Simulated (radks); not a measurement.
W I, configuration [Xe] 4f14 5d4 6s2 (the NIST ground configuration). Calculated with a radial shooting solver on a logarithmic mesh with Libxc functionals: scalar-relativistic Kohn-Sham, PBE, spin-polarised, spherical densities, finite nucleus; open shells are filled with parallel spins first (spin-orbit coupling, left out, can overturn this in heavy ions); Fermi nuclear charge, rms radius 5.3658 fm; hard spherical wall at 2 bohr.

Unscreened Slater integrals over Kohn-Sham orbitals (hartree). They are taken over the spin-up orbitals. Empty in this configuration: 5f.

| integral | value |
|---|---|
| F0(6s,6s) | 0.72639 |
| F0(6s,5d) | 0.72837 |
| G2(6s,5d) | 0.14678 |
| F0(6s,4f) | 0.91125 |
| G3(6s,4f) | 0.096382 |
| F0(6s,5p) | 0.75283 |
| G1(6s,5p) | 0.11228 |
| F0(6s,5f) | 0.73160 |
| G3(6s,5f) | 0.17302 |
| F0(5d,5d) | 0.74746 |
| F2(5d,5d) | 0.43302 |
| F4(5d,5d) | 0.30987 |
| F0(5d,4f) | 0.88900 |
| F2(5d,4f) | 0.28712 |
| F4(5d,4f) | 0.15359 |
| G1(5d,4f) | 0.12665 |
| G3(5d,4f) | 0.11685 |
| G5(5d,4f) | 0.093088 |
| F0(5d,5p) | 0.77164 |
| F2(5d,5p) | 0.43784 |
| G1(5d,5p) | 0.53489 |
| G3(5d,5p) | 0.35388 |
| F0(5d,5f) | 0.74186 |
| F2(5d,5f) | 0.39387 |
| F4(5d,5f) | 0.27791 |
| G1(5d,5f) | 0.45906 |
| G3(5d,5f) | 0.30989 |
| G5(5d,5f) | 0.23552 |
| F0(4f,4f) | 1.4732 |
| F2(4f,4f) | 0.70339 |
| F4(4f,4f) | 0.44160 |
| F6(4f,4f) | 0.31774 |
| F0(4f,5p) | 0.94396 |
| F2(4f,5p) | 0.32897 |
| G2(4f,5p) | 0.15692 |
| G4(4f,5p) | 0.12671 |
| F0(4f,5f) | 0.93261 |
| F2(4f,5f) | 0.31371 |
| F4(4f,5f) | 0.17208 |
| F6(4f,5f) | 0.11721 |
| G0(4f,5f) | 0.14328 |
| G2(4f,5f) | 0.16906 |
| G4(4f,5f) | 0.12916 |
| G6(4f,5f) | 0.099965 |
| F0(5p,5p) | 0.80227 |
| F2(5p,5p) | 0.45851 |
| F0(5p,5f) | 0.76389 |
| F2(5p,5f) | 0.38627 |
| G2(5p,5f) | 0.32094 |
| G4(5p,5f) | 0.23388 |
| F0(5f,5f) | 0.74986 |
| F2(5f,5f) | 0.38613 |
| F4(5f,5f) | 0.27618 |
| F6(5f,5f) | 0.21627 |

Derived for the open shells (J is the average intra-shell exchange parameter used in DFT+U). 5d: Racah B = F2/49 - 5 F4/441 = 0.005324 hartree, C = 35 F4/441 = 0.02459 hartree, C/B = 4.62, F4/F2 = 0.716, J = (F2 + F4)/14 = 0.05306 hartree.
